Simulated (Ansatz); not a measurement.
`[F][ZnH]` + H₂ → `[ZnH2]` + H–F at 500 K and 1 bar (hydrogenolysis of a Zn–F bond).

Gas-phase electronic energies from Ansatz, PBE0-D4/def2-TZVP geometries. CCSD(T)/CBS adds triple-zeta CCSD(T) − MP2 to the extrapolated MP2 energy (def2 sets, frozen cores). This one scheme is used for every species. For Zn outer-core shells are correlated without core-valence functions, which leaves a few kJ/mol of doubt a bond. Scalar relativity is left out up to krypton.

| species | CCSD(T)/CBS energy (Eh) | H − E (kJ/mol) | S (J/(mol·K)) |
| --- | --- | --- | --- |
| `[F][ZnH]` | -1878.79355 | 41.6 | 257.8 |
| H₂ | -1.17544 | 41.0 | 145.5 |
| `[ZnH2]` | -1779.54550 | 48.1 | 221.7 |
| H–F | -100.39570 | 39.4 | 188.7 |

H − E and S are ideal-gas, rigid-rotor, harmonic terms from PBE0-D4/def2-TZVP. The MP2-based limit puts H₂ 0.8 mEh under its directly extrapolated value; such offsets cancel only in part. 1 Eh = 2625.50 kJ/mol, R = 8.31446 J/(mol·K).

**Question.** By hand: ΔE, ΔH, ΔS and ΔG.

**Answer.** ΔE = (-1779.54550) + (-100.39570) − (-1878.79355) − (-1.17544) = 0.02779 Eh = 73.0 kJ/mol. Δ(H − E) = 48.1 + 39.4 − 41.6 − 41.0 = 4.9, so ΔH = 77.9 kJ/mol. ΔS = 221.7 + 188.7 − 257.8 − 145.5 = 7.1 J/(mol·K). ΔG = 77.9 − 500 × (7.1)/1000 = 74.4 kJ/mol.

**Question.** By hand: the equilibrium constant, and the temperature at which ΔG would vanish if ΔH and ΔS stayed fixed.

**Answer.** log₁₀ K = −ΔG/(RT ln 10) = -7.8. ΔG = 0 at ΔH/ΔS = 10972 K, far beyond where these terms or the molecules hold.

The number of gas molecules stays the same, so ΔS is small and ΔH decides. A doubt of 5 kJ/mol in ΔE shifts log₁₀ K by 0.5 here. These are equilibria of isolated gas molecules and say nothing of rates. Largest T1 diagnostic: 0.018 (customary marks: 0.02 for closed shells, 0.045 for open ones).
